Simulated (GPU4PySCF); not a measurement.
## Computed properties of C10H8Cl2N2Pt, SMILES [Cl][Pt]1([Cl])<-[n]2ccccc2-c2cccc[n]->12, multiplicity 1

Pt(Cl)2(bpy) (C₁₀H₈Cl₂N₂Pt), SMILES c12[n](->[Pt]([Cl])(<-[n]3ccccc-13)[Cl])cccc2, multiplicity 1. Geometry: B3LYP-D3(BJ)/def2-TZVP. The spin state was assumed, not searched. The isomer is the one that the SMILES or the coordinates give; other isomers of the formula were not compared. The def2 effective core potentials stand for the cores of Pt; spin–orbit coupling is left out. One conformer was computed; it need not be the lowest. All values are computed for the isolated molecule unless a solvent is named; none is compared with measurement here.

**Structure.** The optimised structure has C2v symmetry. All 63 harmonic modes at B3LYP-D3(BJ)/def2-TZVP (GPU4PySCF) are real, so it is a minimum. With heavy atoms numbered as in [Pt:1]1([Cl:2])([Cl:3])<-[n:7]2[cH:6][cH:5][cH:4][cH:9][c:8]2-[c:10]2[cH:11][cH:12][cH:13][cH:14][n:15]->12, the shortest bond between them is C14–N15 at 1.340 Å and the longest Pt1–Cl3 at 2.304 Å.

**Vibrations.** The strongest infrared lines (harmonic, unscaled, degenerate partners summed) lie at 777 cm⁻¹ (98 km/mol, H 80 %, C 15 %), 1506 cm⁻¹ (71 km/mol, C 49 %, H 44 %), 349 cm⁻¹ (38 km/mol, Cl 71 %, Pt 22 %). The softest mode is at 48 cm⁻¹ and the zero-point energy is 102.6 kcal/mol.

**Electronic structure.** ωB97X-V/def2-TZVPD (GPU4PySCF) places the frontier levels at -8.53 and -1.17 eV, a gap of 7.36 eV, and gives a dipole moment of 14.11 D and a mean polarisability of 202.8 bohr³. PBE/def2-TZVPD (GPU4PySCF) at the same geometry gives -5.15 and -3.66 eV, so its gap is 5.87 eV narrower. An orbital gap is neither the optical nor the fundamental gap.

**Excitations.** TDDFT-B3LYP/def2-SVPD (GPU4PySCF) has S1 at 2.16 eV (575 nm, f = 0.005, weak); the most intense of the 12 singlets computed lies at 3.59 eV (f = 0.08). T1 (TDA) is at 2.03 eV. TDDFT-PBE/def2-SVPD (GPU4PySCF) puts S1 at 1.58 eV.
